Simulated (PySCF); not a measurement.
# Heteronuclear NMR

Bonds (- single, = double, # triple, : aromatic): C1-B2 1.578 Å, B2-C3 1.578 Å, B2-N4 1.398 Å. C1 carries H5, H6, H7; C3 carries H8, H9, H10; N4 carries H11, H12.

- PBE0-D3(BJ)/def2-TZVP geometry
- σ from GIAO-B97-2/pcSseg-2
- J: B3LYP/pcJ-2 (spin–dipole term only in couplings to heteroatoms)
- program: PySCF 2.14
- isolated molecule, rapidly exchanging positions averaged, single conformer, non-relativistic

Q: What are the 11B shifts?

A: 
```
atoms             environment  σ (ppm)  δ (ppm)
   B2  boron bonded to 2 C, N     54.5     45.0
```

Shieldings were converted by a linear fit to measured shifts: 11B: δ = 98.64 − 0.983σ (rms 2.4 ppm, 15 shifts, 9.8 ppm with the 3 outliers that the fit left out vs BF3·OEt2, solution or neat liquid). A few per cent of atoms miss by over 2 rms, more outside the fitted compound classes. Couplings are scaled by factors fitted to measured values: 2J(H,H) × 0.91 (rms 0.8 Hz); all others are unscaled and can be 10–30 % off.

Couplings (the largest are listed; each averaged over equivalent pairs): 1J(C1,B2) = 55.3 Hz, 1J(B2,N4) = -28.3 Hz, 2J(B2,H5) = -5.2 Hz.

On a 300 MHz spectrometer 11B resonates near 96.3 MHz, so 1 ppm is 96.3 Hz.

Q: What are the 15N shifts?

A: 
```
atoms                environment  σ (ppm)  δ (ppm)
   N4  nitrogen bonded to B, 2 H    160.1   -297.0
```

Shieldings were converted by a linear fit to measured shifts: 15N: δ = -149.73 − 0.920σ (rms 6.4 ppm, 44 shifts vs CH3NO2, solution or neat liquid). A few per cent of atoms miss by over 2 rms, more outside the fitted compound classes. Couplings are scaled by factors fitted to measured values: 2J(H,H) × 0.91 (rms 0.8 Hz); all others are unscaled and can be 10–30 % off.

Couplings (the largest are listed; each averaged over equivalent pairs): 1J(B2,N4) = -28.3 Hz, 2J(C1,N4) = -3.5 Hz, 3J(N4,H5) = -2.5 Hz. Signs are for 15N, whose magnetogyric ratio is negative.

On a 300 MHz spectrometer 15N resonates near 30.4 MHz, so 1 ppm is 30.4 Hz.
